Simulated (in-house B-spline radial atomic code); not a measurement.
Values are calculated unless marked as measured or tabulated.
# Making a Troullier-Martins s channel for F, r_c = 1.08 bohr

F, [He] 2s2 2p5, non-relativistic LDA (VWN5), spherical and spin-unpolarised, from a B-spline radial code for spherical atoms (atomic units). The all-electron 2s level is ε = -1.086859 hartree, its outermost node lies just inside 0.25 bohr and its outer maximum at 0.77 bohr.

Inside r_c the pseudo-orbital is u(r) = r^1 exp(p(r)), with p = c0 + c2 r² + c4 r⁴ + … + c12 r¹². The seven coefficients follow from p and its first four derivatives at r_c, from zero curvature of the screened potential at the origin, c4 = −c2²/(2l + 5), and from the norm inside r_c. At r_c the all-electron orbital has P = 0.8854879, P' = -0.6812164, the screened potential V = -1.493856, V' = 3.164639, V'' = -9.25199, and the norm inside is Q = 0.6302867.

Question: What are p, p' and p'' at r_c?

Answer: p = ln(P/r_c^1) = ln(0.8854879/1.08) = -0.19858. p' = P'/P − 1/r_c = -0.76931 − 0.92593 = -1.69524. The radial equation gives p'' = 2(V − ε) − 2(1) p'/r_c − p'² = -0.81399 − (-3.13933) − 2.87383 = -0.54850. Differentiating, p''' = 2V' + 2(1)p'/r_c² − 2(1)p''/r_c − 2p'p'' = 2.5786, and p'''' = 2V'' − 4(1)p'/r_c³ + 4(1)p''/r_c² − 2(1)p'''/r_c − 2p''² − 2p'p''' = -11.636.

For a trial c2 the five matching conditions are linear in c0, c6, c8, c10 and c12, and c2 is varied until the norm inside r_c equals Q. The root nearest zero gives:

```
 n           c_n
 0     0.4978194
 2   -0.07237053
 4  -0.001047499
 6     -2.093112
 8      2.753899
10     -1.419789
12     0.2695968
```

Question: Check c4 and p(r_c), and find the screened pseudopotential at the origin.

Answer: −c2²/5 = -0.0010475, as listed. The terms c_n r_c^n are 0.49782, -0.08441, -0.00143, -3.32151, 5.09727, -3.06522, 0.67889, which sum to -0.19858. Inverting the radial equation, V_l(r) = ε + 1 p'/r + (p'' + p'²)/2, so V_l(0) = ε + (2l + 3) c2 = -1.086859 + 3 × (-0.0723705) = -1.3040 hartree, finite where the all-electron potential diverges.

Orbitals and screened potentials:

```
r (bohr)        P       u  V all-electron  V pseudo
   0.108  -0.4419  0.1775          -65.54     -1.31
    0.27   0.1019  0.4415          -19.36    -1.501
   0.432   0.6514  0.6938          -9.298    -2.263
   0.594   0.9388  0.9001          -5.289    -3.363
   0.756     1.02   1.002          -3.275    -3.605
   0.918   0.9812  0.9801          -2.155     -2.47
    1.08   0.8855  0.8855          -1.494    -1.494
```

Logarithmic derivatives P'/P at R = 1.38 bohr, for energies E around ε:

| E − ε (hartree) | all-electron | pseudo |
| --- | --- | --- |
| -0.5 | 0.200886 | 0.198002 |
| -0.25 | -0.317024 | -0.318161 |
| -0.1 | -0.724456 | -0.724704 |
| 0 | -1.05675 | -1.05675 |
| 0.1 | -1.45681 | -1.45721 |
| 0.25 | -2.24467 | -2.24852 |
| 0.5 | -4.58004 | -4.61942 |

Question: With P(R) = 0.6695526 and a norm of 0.8130587 inside R, what slope in energy does norm conservation fix?

Answer: d(P'/P)/dE = −2 × (norm inside R)/P(R)² = -3.6273 per hartree·bohr at E = ε, for both atoms, since orbital and norm agree at R. Differences over ±0.1 hartree give -3.6618 (all-electron) and -3.6625 (pseudo), which also hold third-order terms. Half a hartree below ε the two curves differ by -0.0029.
